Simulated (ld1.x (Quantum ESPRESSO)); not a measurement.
An all-electron radial function and its pseudo partner (aluminium)

Columns: radius, all-electron u(r) and pseudo u(r) of the 3p shell (level -3.04 eV) of aluminium in the configuration [Ne] 3s1.5 3p1.5; PBE, scalar-relativistic, TM scheme, ld1.x (Quantum ESPRESSO) 7.5.

```tsv
r (bohr)	all-electron	pseudo
0.118	0.0941	-0.0047
0.235	0.1897	-0.0181
0.353	0.2204	-0.0393
0.470	0.1980	-0.0661
0.588	0.1431	-0.0968
0.705	0.0725	-0.1292
0.822	-0.0042	-0.1620
0.940	-0.0815	-0.1954
1.058	-0.1551	-0.2297
1.175	-0.2225	-0.2655
1.292	-0.2834	-0.3040
1.410	-0.3380	-0.3453
1.528	-0.3860	-0.3876
1.645	-0.4275	-0.4276
1.763	-0.4632	-0.4632
1.880	-0.4928	-0.4928
1.998	-0.5170	-0.5170
2.115	-0.5358	-0.5358
2.232	-0.5497	-0.5497
2.350	-0.5593	-0.5593
2.468	-0.5649	-0.5649
2.585	-0.5670	-0.5670
2.702	-0.5661	-0.5661
2.820	-0.5624	-0.5624
2.938	-0.5563	-0.5563
3.055	-0.5484	-0.5484
```

Q: How many radial nodes do the two functions have?

A: The all-electron 3p function has n − l − 1 = 1; the pseudo-wave has 0, since the states of the same l below it are removed with the core.

Q: At about which radius was the pseudo-wave matched?

A: 1.80 bohr. The columns agree to 0.0005 from 1.65 bohr on; several derivatives are matched, so the curves merge somewhat inside the radius.

Q: Where does each function peak?

A: Outermost all-electron maximum near 2.58 bohr, pseudo maximum near 2.58 bohr (to the table’s step).

Q: Is the pseudo-wave norm-conserving?

A: Yes: the TM scheme keeps the norm inside the radius equal to the all-electron one, which fixes the energy derivative of the logarithmic derivative at the level.
